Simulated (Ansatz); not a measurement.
`N[C](=O)[SnH3]` + `CCS` → `CC[S][SnH3]` + `NC=O`  (ligand exchange at the Sn–C bond)

Isolated molecules relaxed with PBE0-D4/def2-TZVP in Ansatz; ΔE leaves out vibrations. CCSD(T)/CBS is the MP2 limit (def2-TZVPP, def2-QZVPP) plus CCSD(T) − MP2 in def2-TZVPP, frozen cores. This one scheme is used for every species. DFT in def2-TZVPP. B3LYP here is the variant with VWN-RPA as its local correlation; programs differ in this. def2 core potentials past Kr. For Sn outer-core shells are correlated without core-valence functions, which leaves a few kJ/mol of doubt a bond. Each species was taken in one conformer, which may not be the lowest.

```
         level  ΔE (kJ/mol)
        PBE-D4        -74.9
       ωB97X-V        -79.0
       ωB97M-V        -78.8
         B3LYP        -74.3
 HF/def2-TZVPP        -89.4
MP2/def2-TZVPP        -83.2
 HF/def2-QZVPP        -89.7
MP2/def2-QZVPP        -86.4
```

**Question.** What does CCSD(T)/CBS give? (Estimate.)

**Answer.** Computed: -82.7 kJ/mol. The listed levels differ from it by 7.8, 3.7, 3.9, 8.4, -6.7, -0.5, -7.0, -3.7 kJ/mol.

Largest T1 diagnostic among the species: 0.016.

From PBE to PBE0 (25 % exact exchange), in def2-TZVPP and without D4, ΔE moves by −6.7 kJ/mol. The D4 term adds −4.7 kJ/mol with B3LYP and −2.7 kJ/mol with PBE0; it sums over pairs of atoms, weighted by their polarisabilities, and B3LYP, whose exchange is more repulsive, gets the larger term.
